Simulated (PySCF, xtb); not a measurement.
C3H3, SMILES [CH2+][C][CH] (connectivity only; charge and spin as stated), charge +1, multiplicity 1.

Harmonic wavenumbers (cm⁻¹) from GFN2-xTB (xtb) at its own minimum, in rising order: 320, 322, 623, 707, 902, 927, 1148, 1307, 2100, 2968, 2987, 3206.

**Question.** What does PBE-D3(BJ)/def2-TZVP in PySCF give at its own minimum? (Estimate from the structure and the level; the computed values follow.)

**Answer.** 273, 308, 590, 868, 996, 1076, 1126, 1418, 2093, 3028, 3125, 3295. Paired by order, the mean absolute difference is 77 cm⁻¹ and the zero-point energies are 25.0 and 26.0 kcal/mol.
